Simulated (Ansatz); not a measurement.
Job for Ansatz (a first-principles code): SC-NEVPT2 on CASSCF(2,2)/cc-pVTZ on CH4GeO (SMILES C[O][GeH]), a point of a bond scan (R = 2.951 Å).

Ansatz 0.2 input:
```yaml
crystal:
  periodic: [false, false, false]
  atoms:
    - {symbol: Ge, position_ang: [-0.30918050, -0.44039023, 0.61326825]}
    - {symbol: H, position_ang: [-1.33900548, -0.76161549, -0.60195871]}
    - {symbol: O, position_ang: [0.73619976, 0.65343866, -0.33645061]}
    - {symbol: C, position_ang: [0.60186979, 1.03364415, -1.69533265]}
    - {symbol: H, position_ang: [0.32601967, 3.96691273, -1.86079065]}
    - {symbol: H, position_ang: [1.50211160, 0.74097812, -2.24155643]}
    - {symbol: H, position_ang: [-0.26984991, 0.56371050, -2.16085477]}
basis:
  gaussian:
    orbitals: cc-pVTZ
    pivot_positions_ang: [[-0.30918050, -0.44039023, 0.61326825], [-1.33900548, -0.76161549, -0.60195871], [0.73619976, 0.65343866, -0.33645061], [0.60186979, 1.03364415, -1.69533265], [0.32601967, 3.96691273, -1.86079065], [1.50211160, 0.74097812, -2.24155643], [-0.26984991, 0.56371050, -2.16085477]]
magnetization: {spin_polarized: false}
correlation: {method: sc_nevpt2, electrons: outside_noble_gas, active_space: {window: {electrons: 2, orbitals: 2}}}
output: {orbitals: {seedname: ./end}}
```

Question: Predict the final total energy.

Answer: -2190.8377 hartree.

Question: How many basis functions does it have, and what does it roughly cost on one machine?

Answer: 159 functions; around 12 core-seconds (rough).
